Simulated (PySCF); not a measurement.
Xe (xenon, neutral): UHF calculation

Configuration: [Kr] 4d10 5s1 5p6 6s1, high-spin 3S determinant (an excited configuration). Calculation: PySCF 2.14, in aug-cc-pwCVTZ-DK3 with one added diffuse shell each of s, p, d, f type (11s10p8d5f1g, 125 functions); scalar relativity by spin-free X2C-1e.

- Total energy: -7442.359236 hartree
- One-electron energy: -10182.5572 hartree
- Hartree (Coulomb) energy: 2925.7827 hartree
- Exchange energy: -185.5847 hartree
- ⟨S²⟩: 2.0096
- ⟨L²⟩: 0.000
- Sum of ⟨r⟩: 42.02 bohr
- Sum of ⟨r²⟩: 93.97 bohr²
- Langevin diamagnetic susceptibility: -74.4 ×10⁻⁶ cm³/mol

```tsv
shell	electrons	mean orbital energy (eV)	rms radius, mean of both spins (bohr)
1s α	1	-34729.1	0.0306
1s β	1	-34728.9	0.0306
2s α	1	-5512.9	0.124
2s β	1	-5512.7	0.124
2p α	3	-4944.8	0.111
2p β	3	-4944.7	0.111
3s α	1	-1176.9	0.326
3s β	1	-1176.5	0.326
3p α	3	-988.42	0.326
3p β	3	-988.23	0.326
3d α	5	-707.29	0.304
3d β	5	-707.21	0.304
4s α	1	-236.41	0.762
4s β	1	-235.57	0.762
4p α	3	-173.94	0.814
4p β	3	-173.54	0.814
4d α	5	-79.522	0.942
4d β	5	-79.155	0.942
5s α	1	-34.121	1.95
5p α	3	-18.029	2.36
5p β	3	-14.969	2.36
6s α	1	-3.434	6.38
```

The outer electron is Rydberg-like, and this basis confines it to a smaller radius and binds it less than a complete one would.

Densities and radii are taken from the X2C orbitals without a picture-change correction, which distorts them close to the nucleus.
